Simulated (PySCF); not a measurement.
# ORD: SMILES CO[C@@H]1OC[C@@H]1Cl, C4H7ClO2

Geometry:
```
atom   x (Å)   y (Å)   z (Å)
  C1   2.231   0.189   0.387
  O2   0.933   0.748   0.340
  C3  -0.047  -0.092   0.814
  O4  -0.328  -1.206  -0.036
  C5  -1.574  -0.650  -0.464
  C6  -1.466   0.458   0.586
 Cl7  -1.570   2.112   0.009
  H8   2.275  -0.729  -0.205
  H9   2.896   0.939  -0.033
 H10   2.518  -0.032   1.421
 H11   0.184  -0.439   1.837
 H12  -1.523  -0.294  -1.496
 H13  -2.399  -1.354  -0.344
 H14  -2.130   0.349   1.442
```

Method used: PySCF 2.14.0, TDDFT CAM-B3LYP/aug-cc-pVDZ circular dichroism and optical rotation, one conformer, gas phase. Geometry: GFN2-xTB.

The molecule is flexible and this is one conformer; a measurement averages over conformers.

Stereocentres: C3 R, C6 S.

Problem. Give the optical rotatory dispersion at 633, 589.3, 546, 436, 405, 365, 355 nm.

Solution. [α] in deg dm⁻¹ (g/mL)⁻¹:
```tsv
λ (nm)	origin-invariant length gauge	modified velocity gauge	length gauge (centre of mass)	isotropic polarisability (au)
633	-111.2	-103.3	-111.3	70.7
589.3	-128.7	-119.5	-128.8	70.9
546	-150.6	-139.7	-150.7	71.2
436	-239.6	-221.5	-239.8	72.3
405	-279.0	-257.5	-279.3	72.8
365	-345.6	-317.9	-345.9	73.6
355	-365.7	-336.0	-366.1	73.9
```

Problem. And for the mirror image at 589.3 nm?

Solution. +128.7 deg dm⁻¹ (g/mL)⁻¹ (origin-invariant length gauge): the same size and the opposite sign.

Problem. What is the molar rotation [Φ] = [α]·M/100 of the geometry above at 589.3 nm?

Solution. With M = 122.55 g/mol, -157.8 deg cm² dmol⁻¹ (origin-invariant length gauge).

The first excitation lies at 7.16 eV (173 nm) with R = +0.1 × 10⁻⁴⁰ esu² cm² (velocity form).
